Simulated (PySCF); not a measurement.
Ligand exchange on a metal centre used in film growth or etching (Hf Cl-F). Isolated molecules, 0 K electronic values unless said otherwise.

Calculation: TPSSh-D3(BJ)/def2-TZVP // r2SCAN-D4/def2-SVP (PySCF). All candidates: neutral, multiplicity 1. 

```json
{
  "LUMO": "-1.64 eV",
  "dipole_moment": "0.05 D",
  "HOMO": "-9.24 eV"
}
```

Question: Name which member has these values.
(A) [Hf(Cl)(F)3]
(B) [Hf(Cl)3(F)]
(C) [Hf(Cl)4]
(D) [Hf(F)4]

Answer: A, [Hf(Cl)(F)3]. The others give [Hf(Cl)4]: -2.65 eV, 0.00 D, -8.99 eV; [Hf(F)4]: -1.13 eV, 0.00 D, -11.02 eV; [Hf(Cl)3(F)]: -2.41 eV, 0.08 D, -8.98 eV
